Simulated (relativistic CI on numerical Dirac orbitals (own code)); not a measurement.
Charge states of caesium

Method of calculation: Dirac-Coulomb-Breit CI, orbitals from a KLI potential per configuration, model QED, valence Slater integrals scaled by 0.9 (own radial code, finite nucleus).

Each species is treated in one configuration, given outside its closed core. Radial values are for the open shell of highest l, unscaled and averaged over j; ζ includes the Breit term. Labels give the leading LS character, summed over repeated terms.

```csv
Ion,Configuration,Its lowest level,LS weight (%),g_J,g√(J(J+1)),ζ (cm⁻¹),F² (cm⁻¹),F⁴ (cm⁻¹)
Cs24+,3d10 4s2 4p,2P°_1/2,100,0.663,0.57,103800,,
Cs25+,3d10 4s2,1S_0,100,,0.00,,,
Cs26+,3d10 4s,2S_1/2,100,1.999,1.73,,,
Cs27+,3d10,1S_0,100,,0.00,,,
Cs28+,3d9,2D_5/2,100,1.195,3.54,47930,,
Cs29+,3d8,3F_4,93,1.228,5.49,49260,391500,251800
Cs30+,3d7,4F_9/2,73,1.263,6.29,50630,396800,255400
Cs31+,3d6,5D_4,57,1.353,6.05,52020,402200,259000
Cs32+,3d5,J = 5/2 (mixed),46,1.663,4.92,53450,407400,262600
Cs33+,3d4,3P_0,52,,0.00,54900,412700,266200
Cs34+,3d3,4F_3/2,63,0.600,1.16,56400,418000,269800
Cs35+,3d2,3F_2,81,0.733,1.80,57920,423200,273300
Cs36+,3d,2D_3/2,100,0.793,1.54,59480,,
Cs37+,3s2 3p6,1S_0,100,,0.00,,,
Cs38+,3s2 3p5,2P°_3/2,100,1.327,2.57,457300,,
Cs39+,3s2 3p4,3P_2,72,1.351,3.31,464800,375200,
Cs40+,3s2 3p3,J = 3/2 (mixed),45,1.390,2.69,472300,377500,
Cs41+,3s2 3p2,3P_0,73,,0.00,479900,379900,
Cs42+,3s2 3p,2P°_1/2,100,0.657,0.57,487600,,
Cs43+,3s2,1S_0,100,,0.00,,,
Cs44+,3s,2S_1/2,100,1.993,1.73,,,
Cs45+,2s2 2p6,1S_0,100,,0.00,,,
Cs46+,2s2 2p5,2P°_3/2,100,1.315,2.55,1.952e+06,,
Cs47+,2s2 2p4,3P_2,70,1.331,3.26,1.989e+06,1.007e+06,
```
